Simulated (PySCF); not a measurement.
# Calculated properties of `N[Si]([SiH3])([SiH3])[SiH2]P`

H12NPSi4.
Numbering: `[NH2:1][Si:2]([SiH3:3])([SiH3:4])[SiH2:5][PH2:6]` (hydrogens: H7, H8 on N1; H9, H10, H11 on Si3; H12, H13, H14 on Si4; H15, H16 on Si5; H17, H18 on P6)

From GFN2-xTB geometry:

| Quantity | Value |
| --- | --- |
| Point group of the GFN2-xTB geometry | C1 |
| Rotational constants A, B, C of the GFN2-xTB geometry | 1.420, 0.694, 0.564 GHz |

**CAM-B3LYP/def2-SVPD ground state and vertical TDDFT (core frozen in the response) (PySCF)**

| Quantity | Value |
| --- | --- |
| Dipole moment | 1.34 D |
| HOMO energy | -7.93 eV |
| LUMO energy | -0.07 eV |
| HOMO–LUMO gap | 7.86 eV |
| Lowest singlet excitation | 4.77 eV (260 nm, f = 0.005) |
| Strongest line among the 8 lowest singlet transitions | S2 at 5.54 eV (224 nm, f = 0.146) |
| Lowest triplet excitation (Tamm–Dancoff) | 4.37 eV |
| Static isotropic polarisability | 156.0 au |
| Electronic spatial extent ⟨r²⟩ about the centre of nuclear charge | 2151 bohr² |

PBE0/pcSseg-1 ground state and GIAO shieldings, non-relativistic (PySCF):

| Item | Value |
| --- | --- |
| Lowest Hirshfeld atomic charge | -0.32 e on N1 |
| Highest Hirshfeld atomic charge | +0.21 e on Si3/Si4 |
| 1H chemical shifts (computed TMS as zero) by class | 3.86 (H15/H16), 3.60 (H9/H10/H11/H12/H13/H14), 0.96 (H17/H18), -0.52 (H7/H8) ppm |
| Isotropic shieldings of nuclei other than C and H, by class | 271 (N1), 392 (Si2), 438 (Si5), 460 (Si3/Si4), 625 (P6) ppm |
| Mayer bond orders between heavy atoms | N1–Si2 0.94, Si2–Si3 0.90, Si2–Si4 0.85, Si2–Si5 0.79, Si5–P6 0.98 |

Monoisotopic mass (most abundant isotopes): 168.9784 u.

The principal polarisabilities are 126.5, 154.0 and 187.4 au; their mean is the isotropic value. The vertical singlet–triplet gap S1 − T1 is 0.40 eV (TDDFT singlet less Tamm–Dancoff triplet; S1: HOMO→LUMO, weight 0.90; T1: HOMO→LUMO, weight 0.86). The dipole equals about 4.5 × 10⁻³⁰ C·m (1 D = 3.33564 × 10⁻³⁰ C·m). The largest Löwdin shares of the HOMO are 0.26 on P6, 0.19 on N1, 0.17 on Si5 and 0.16 on Si2. With B = h/(8π²I), that is 505.379 GHz u Å² over I, the principal moments of inertia are 355.9, 728.6 and 896.6 u Å² (most abundant isotopes). S1 lies 3.09 eV below the HOMO–LUMO gap; its leading configuration is HOMO→LUMO, weight 0.90. No computed singlet falls in the visible range (750 to 380 nm, 1.65 to 3.26 eV); S1 lies 1.51 eV above its blue end.

One conformer (not necessarily the lowest) at the GFN2-xTB geometry, without solvent or vibrations. GFN2-xTB frequencies show an imaginary mode (27i cm⁻¹), so this geometry is no minimum at that level. NMR classes are plain means over equivalent atoms (diastereotopic ones count apart unless rotation or inversion swaps them), as if these changed places fast; in this geometry the members of some classes differ.

Conformer computed: `[NH2:1][Si:2]([SiH3:3])([SiH3:4])[SiH2:5][PH2:6]`: N1–Si2–Si5–P6 78°, H–N1–Si2–Si3 -171°, H–N1–Si2–Si3 50°, H–P6–Si5–Si2 -36°, H–P6–Si5–Si2 56°.
